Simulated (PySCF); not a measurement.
Correlation energy of Ru(2+) (ruthenium, charge +2)

[Kr] 4d5 5p1, high-spin 7P determinant (an excited configuration). Calculation: PySCF 2.14, in aug-cc-pVTZ-PP with ECP28MDF (6s6p5d3f2g, 88 functions); scalar relativity through the core potential. Frozen: 4s2 4p6; 6 electrons correlated.

```
  level  correlation energy (mhartree)
   CCSD                         -84.31
    (T)                          -1.20
CCSD(T)                         -85.51
```

Diagnostics: T1 = 0.0060, D1 = 0.0205, largest double amplitude 0.026.

Cost of the coupled-cluster step: of the order of 13 core-seconds, for 6 correlated electrons.

Iterations:

```
CC2 = 0
CCSD nocc = (np.int64(6), np.int64(0)), nmo = (84, 84)
frozen orbitals [[0, 1, 2, 3], [0, 1, 2, 3]]
max_cycle = 100
direct = 0
conv_tol = 1e-08
conv_tol_normt = 1e-06
diis_space = 8
diis_start_cycle = 0
Init t2, MP2 energy = -0.077167735015104
Init E_corr(UCCSD) = -0.0771677350397054
cycle = 1  E_corr(UCCSD) = -0.0833645047491734  dE = -0.00619676971  norm(t1,t2) = 0.0197176
cycle = 2  E_corr(UCCSD) = -0.0840795931505631  dE = -0.000715088401  norm(t1,t2) = 0.0066356
cycle = 3  E_corr(UCCSD) = -0.0843224506493322  dE = -0.000242857499  norm(t1,t2) = 0.00303638
cycle = 4  E_corr(UCCSD) = -0.0842915910213046  dE = 3.0859628e-05  norm(t1,t2) = 0.000805543
cycle = 5  E_corr(UCCSD) = -0.0843060851591865  dE = -1.44941379e-05  norm(t1,t2) = 0.000251562
cycle = 6  E_corr(UCCSD) = -0.0843056819271794  dE = 4.03232007e-07  norm(t1,t2) = 1.76274e-05
cycle = 7  E_corr(UCCSD) = -0.0843057226253511  dE = -4.06981717e-08  norm(t1,t2) = 2.78666e-06
cycle = 8  E_corr(UCCSD) = -0.0843057077250497  dE = 1.49003014e-08  norm(t1,t2) = 8.7412e-07
cycle = 9  E_corr(UCCSD) = -0.0843057125251371  dE = -4.8000874e-09  norm(t1,t2) = 2.86601e-07
UCCSD converged
E(UCCSD) = -92.81439509203554  E_corr = -0.08430571252513715
UCCSD(T) correction = -0.00119516736801343
```
